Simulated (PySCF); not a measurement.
Peak assignment

Structure with atom numbers: `[CH3:1][C:2]#[C:3][C:4]1=[C:5]([F:6])[O:7][CH:8]=[CH:9][SiH2:10]1`. Hydrogens are named by the atom that carries them.

PySCF calculation with NMR shieldings at PBE0/pcSseg-1/GIAO and geometry: GFN2-xTB; single conformer, equivalent nuclei averaged, relativity neglected, in vacuum.

Chemical shifts δ = σref − σ; ¹³C (σ = 186.93 ppm) and ¹H (σ = 31.72 ppm) vs TMS, all at this level.

Question: Assign these signals to the numbered atoms. ¹³C{¹H} NMR (computed): δ 174.1 (C), 158.6 (CH), 101.8 (C), 100.7 (CH), 77.5 (C), 69.8 (C), 6.1 (CH3).

Answer: 
174.1 → C5, alkene carbon bearing oxygen: an sp2 carbon further deshielded by the attached heteroatom
158.6 → C8, alkene carbon bearing oxygen
101.8 → C2, alkyne carbon: the triple bond shields along its axis, which puts it between sp3 and sp2 carbons
100.7 → C9, β carbon of an enol-ether or enamine type C=C: the O or N lone pair pushes π density onto this β carbon and shields it
77.5 → C3, alkyne carbon: sp carbons lie upfield of alkene carbons because the cylindrical π system leaves one tensor component strongly shielded
69.8 → C4, β carbon of an enol-ether or enamine type C=C: the O or N lone pair pushes π density onto this β carbon and shields it
6.1 → C1, propargylic methyl carbon: a saturated carbon with 1 carbon neighbour and no heteroatom attached

C2 and C9 lie closer than the usual error of such a calculation, so a measured spectrum could show them in the other order.

Question: Assign these signals to the numbered atoms. ¹H NMR (400 MHz, computed): δ 7.10 (m, 1H), 5.20 (m, 1H), 4.99 (m, 2H), 2.25 (s, 3H).

Answer: 
```tsv
δ (ppm)	atoms	environment	reason
7.10	H(C8)	hydrogen on an alkene carbon bearing oxygen	attached to an sp2 carbon and in the plane of the double bond
5.20	H(C9)	hydrogen on a β carbon of an enol-ether or enamine type C=C	olefinic region
4.99	H(Si10)	hydrogen on a silicon bonded to 2 C, in a 6-membered ring	–
2.25	H(C1)	hydrogen on a propargylic methyl carbon	–
```

Splittings by ¹⁹F in the carbon and heteronuclear signals aren't shown, as no couplings were computed. Shifts are as computed. Against solution values, carbons near 30 ppm lie about +3 ppm off and those near 130 ppm about +5 ppm. Of 1309 compounds with measured shifts, 239 miss one by over three times the rms of a fit or turn the order of signals round; such compounds aren't used in these exercises. No couplings were computed; multiplicities are counted from neighbouring protons, with m where these are inequivalent, close in shift, in a saturated or five-membered ring or joined by F or P, and br s for small geminal =CH2 splittings.
